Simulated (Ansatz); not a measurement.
Species: [In(CH3)3(NCH)] (charge 0, multiplicity 1), formula C4H10InN.

### Question
How many basis functions does Ansatz (an electronic-structure program) with frozen-core CCSD(T)/def2-TZVPP // B3LYP-D3(BJ)/def2-SVP use, how many core orbitals are frozen, and how many electrons are correlated?

### Answer
345 basis functions and 9 frozen orbitals, which leaves 44 correlated electrons (filled d shells below the valence shell are correlated). Core time is of the order of hours.
